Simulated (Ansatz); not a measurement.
Name a neutral molecule of Al, C, Cl and H with HOMO–LUMO gap (B3LYP/def2-TZVPP) between 5.50 and 5.80 eV and LUMO energy (PBE/def2-TZVPP) between -2.40 and -2.10 eV (Ansatz, PBE0-D4/def2-TZVP geometry).

`CC(Cl)[CH2][AlH2]` (5.71 eV, -2.39 eV). Other molecules can fit too; these were computed, each in one conformer that needn't be the lowest.

B3LYP here is the variant with VWN-RPA as its local correlation; programs differ in this.
